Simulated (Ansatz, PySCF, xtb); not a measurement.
Complex: HF (SMILES F) (first 2 atoms) with HI (SMILES I); geometry from B3LYP-D3(BJ)/def2-TZVP.
(charge 0, multiplicity 1):
```xyz
4

F     -0.070     0.475    -0.241
H      0.005     0.035     0.577
I      0.213    -1.036     2.982
H      0.174     0.436     3.649
```

| level | interaction energy (kcal/mol) | cost |
|---|---|---|
| GFN-FF | -2.22 | - |
| GFN2-xTB | -1.70 | - |
| PBE-D4/def2-TZVPPD | -3.63 | ×1 |
| B3LYP/def2-TZVPPD | -2.25 | ×1 |
| B3LYP-D3(BJ)/def2-TZVPPD | -3.19 | ×1 |
| PBE0-D4/def2-TZVPPD | -3.22 | ×1 |
| BHLYP/def2-TZVPPD | -2.26 | ×1 |
| BHLYP-D4/def2-TZVPPD | -2.86 | ×1 |
| CAM-B3LYP-D4/def2-TZVPPD | -3.00 | ×2 |
| B2PLYP-D4/def2-TZVPPD | -2.57 | ×2 |
| CCSD/def2-TZVPPD | -1.78 | - |
| CCSD/def2-QZVPPD | -2.02 | - |
| CCSD(T)/def2-TZVPPD | -2.04 | ×7 |
| CCSD(T)/CBS(def2-TZVPPD, def2-QZVPPD) | -2.47 | ×100* |

The rows run from -3.63 (PBE-D4/def2-TZVPPD) to -1.70 kcal/mol (GFN2-xTB). The dispersion term adds -0.93 in B3LYP-D3(BJ), -0.61 in BHLYP-D4.

Monomers are frozen at their geometry in the pair; levels with a basis set take the counterpoise correction.

Frozen-core correlation. Filled d and f shells under p-block atoms count as core. CBS: X⁻³ extrapolation of the correlation energy, Hartree–Fock from the larger set.

Programs: Ansatz (Gaussian orbitals); PySCF for the dispersion terms; xtb for the GFN methods.  In def2 rows elements past Kr take small-core potentials, without spin–orbit coupling.

Costs are rough ratios of core time to PBE/def2-TZVPPD (about 2.6 s over the structures, on one shared machine); a dash marks a level with no comparable run of its own. A star marks coupled-cluster runs past 200 virtual orbitals, where the program's memory plan changes under this machine's limit, so their costs aren't comparable with smaller runs.

Ansatz is an electronic-structure program.
